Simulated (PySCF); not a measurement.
# Vibration and rotation of PPt

UHF-CCSD constants of PPt, ²Π (doublet), unpaired electrons π ↑ (P def2-TZVPP, Pt def2-TZVPP with ECP60; scalar-relativistic core potentials (PySCF 2.14); masses 30.9738 and 194.9648 u):

| Quantity | Value |
| --- | --- |
| ωe | 564.7 cm⁻¹ |
| ωexe | 1.79 cm⁻¹ |
| Be | 0.15316 cm⁻¹ |
| αe | 0.000555 cm⁻¹ |
| D (centrifugal) | 4.51e-08 cm⁻¹ |
| De to P + Pt (5d9 6s1) | 3.24 eV |

Question: Give the vibrational terms G(v) and spacings up to v = 3.

Answer: G(v) = ωe(v+½) − ωexe(v+½)².

```json
{"v": "0", "G(v) (cm⁻¹)": "282", "G(v) − G(v−1)": "", "Bv (cm⁻¹)": "0.1529"}
{"v": "1", "G(v) (cm⁻¹)": "843", "G(v) − G(v−1)": "561", "Bv (cm⁻¹)": "0.1523"}
{"v": "2", "G(v) (cm⁻¹)": "1401", "G(v) − G(v−1)": "558", "Bv (cm⁻¹)": "0.1518"}
{"v": "3", "G(v) (cm⁻¹)": "1955", "G(v) − G(v−1)": "554", "Bv (cm⁻¹)": "0.1512"}
```

Question: How well does the Morse estimate ωe²/(4ωexe) reproduce De, and what is D0?

Answer: It gives 5.52 eV, 170 % of the computed De. D0 = De − G(0) = 3.24 − 0.03 = 3.21 eV.

Correlated steps freeze 5 core orbitals. These are scalar-relativistic numbers at best; spin–orbit coupling would shift them, the dissociation energy most. The CCSD T1 diagnostic is raised, a sign that a single reference may not be enough here. The state is the lowest single determinant that the PBE0 search found; with open d or f shells the true ground state can be another one.
